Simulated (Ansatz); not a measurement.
Relaxation of Cl2FGeH5O2Si (12 atoms, charge 0, multiplicity 1), to a largest force component of 0.03 eV/Å in at most 50 steps.

Theory: RKS PBE/def2-SVP in Ansatz 0.2.0.

```xyz
12
Properties=species:S:1:pos:R:3:forces:R:3
Ge -0.102 0.386 -0.071 0.09 0.08 -0.17
O -0.160 0.281 1.703 0.11 -0.15 0.14
H -1.062 0.046 1.996 -0.09 0.03 0.02
Cl 1.915 0.620 -0.714 0.00 -0.01 -0.01
F -0.895 1.882 -0.491 -0.08 0.02 0.00
Cl -1.254 -1.124 -1.082 -0.02 0.03 -0.03
O 1.213 -2.086 0.935 -0.09 0.25 0.52
Si 0.612 -3.668 0.924 0.05 0.09 0.04
H 1.206 -4.332 -0.279 0.00 0.00 0.00
H 1.022 -4.392 2.179 0.02 -0.04 0.00
H -0.889 -3.709 0.834 -0.04 -0.02 0.02
H 1.049 -1.561 1.759 0.04 -0.28 -0.53
```

Q: Where does it end, and by what steps?

A: The forces met the threshold. The force dipped under the threshold on the way, but the program's further checks kept it going. After 35 steps the energy has fallen by 0.140 eV; H3 moved furthest, 1.11 Å.

```csv
step,energy less start (eV),largest force component (eV/Å),accepted
0,0.0000,0.531,yes
2,-0.0417,0.223,yes
4,-0.0599,0.103,yes
6,-0.0623,0.158,no
8,-0.0670,0.030,yes
10,-0.0683,0.034,yes
12,-0.0697,0.099,yes
14,-0.0702,0.382,no
16,-0.0729,0.339,yes
18,-0.0792,0.088,yes
20,-0.0851,0.160,yes
22,-0.0932,0.450,yes
24,-0.1138,0.568,yes
26,-0.1252,0.304,no
28,-0.1356,0.073,yes
30,-0.1375,0.038,yes
32,-0.1397,0.065,yes
34,-0.1402,0.036,yes
35,-0.1403,0.016,yes
```

```xyz
12
Properties=species:S:1:pos:R:3
Ge -0.008 -0.003 0.066
O -0.358 0.217 1.815
H -0.756 1.106 1.909
Cl 2.025 0.122 -0.638
F -0.651 1.554 -0.468
Cl -1.267 -1.355 -1.074
O 0.717 -1.925 1.175
Si 0.632 -3.593 0.789
H 1.179 -3.706 -0.596
H 1.497 -4.330 1.772
H -0.773 -4.114 0.879
H 0.420 -1.631 2.062
```

Whether the end is a true minimum wasn't checked by a vibrational analysis.

Run time: 110 s on 4 threads of Intel(R) Xeon(R) Platinum 8488C (Sapphire Rapids) (shared host), peak memory 0.27 GiB.
